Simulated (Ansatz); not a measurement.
Geometry optimisation, RKS LDA/6-31G* in Ansatz.

input.yaml

```yaml
crystal:
  periodic: [false, false, false]
  atoms:
    - { symbol: Si, position_ang: [-0.356137, 0.050153, -0.622388] }
    - { symbol: F, position_ang: [0.366187, -1.153943, 1.795718] }
    - { symbol: "N", position_ang: [1.278127, 0.29997, -0.234204] }
    - { symbol: H, position_ang: [1.609588, -0.125375, 0.636476] }
    - { symbol: H, position_ang: [1.741331, 1.175697, -0.481237] }
    - { symbol: H, position_ang: [-0.615317, 0.777097, -1.904524] }
    - { symbol: H, position_ang: [-0.732315, -1.387649, -0.694358] }
    - { symbol: Cl, position_ang: [-1.747888, 0.919141, 0.728674] }
    - { symbol: H, position_ang: [-0.243276, -0.55509, 2.187444] }
basis:
  gaussian: { orbitals: "6-31G*" }
hamiltonian:
  xc: lda
relax:
  f_tol: 0.03
  max_steps: 50
```

Run as:

```bash
$ ansatz run input.yaml --threads 1 --pin off --max-ram 2048MiB --backend cpu --events-out ev --progress --plain --runs-dir out
```

Task: Where does it end, and by what steps?

Result: The forces met the threshold. After 7 steps the energy has fallen by 0.097 eV; F2 moved furthest, 0.30 Å.

| step | energy less start (eV) | largest force component (eV/Å) | accepted |
| --- | --- | --- | --- |
| 0 | 0.0000 | 0.518 | yes |
| 1 | -0.0418 | 1.031 | yes |
| 2 | -0.0593 | 0.419 | yes |
| 3 | -0.0814 | 0.406 | yes |
| 4 | -0.0896 | 0.371 | yes |
| 5 | -0.0921 | 0.108 | yes |
| 6 | -0.0961 | 0.053 | yes |
| 7 | -0.0968 | 0.022 | yes |

```xyz
9
Properties=species:S:1:pos:R:3
Si -0.352 0.043 -0.691
F 0.449 -1.007 2.043
N 1.278 0.237 -0.264
H 1.538 -0.219 0.622
H 1.746 1.133 -0.414
H -0.666 0.884 -1.884
H -0.719 -1.392 -0.849
Cl -1.676 0.719 0.836
H -0.298 -0.397 2.011
```

Whether the end is a true minimum wasn't checked by a vibrational analysis.

Time of the run: 15 s on 1 thread of Arm Neoverse V2 (shared host), peak memory 0.14 GiB.
